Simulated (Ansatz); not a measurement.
The cluster Ti₂O₅H₂. Charge 0, multiplicity 1. Geometry PBE-D4/def2-SVP, basis def2-TZVP, Ansatz.

```tsv
atom	x (Å)	y (Å)	z (Å)
Ti1	1.102	-0.728	0.791
Ti2	-0.746	0.422	-0.495
O3	-0.759	-0.705	0.907
O4	1.005	-0.978	-1.109
O5	0.696	1.134	0.093
O6	1.134	-2.182	-0.329
O7	-2.187	1.394	-0.973
H8	2.304	-0.652	2.058
H9	-2.549	2.295	-0.943
```

```
run  HOMO (eV)  LUMO (eV)
  A      -6.45      -3.92
  B      -7.94      -3.04
  C      -6.86      -3.95
  D      -7.29      -3.50
  E      -6.73      -3.84
```

The structure holds 1 bond(s) between oxygen atoms. No other spin state of charge 0 was run. Another isomer (singlet) lies 4.54 eV lower at PBE0-D4/def2-TZVP; other spin states weren't run for this one.

**Question.** The runs used B97M-V, PBE, PBE0, r2SCAN, r2SCANh. Estimate which is which.

**Answer.** A PBE (0 % exact exchange); B PBE0 (25 % exact exchange); C B97M-V (0 % exact exchange); D r2SCANh (10 % exact exchange); E r2SCAN (0 % exact exchange). Exact exchange lowers occupied and raises empty levels; among semilocal functionals meta-GGAs tend to open the gap a little, and such runs are hard to tell apart. The gap grows from 2.53 eV (PBE) to 4.90 eV (PBE0).
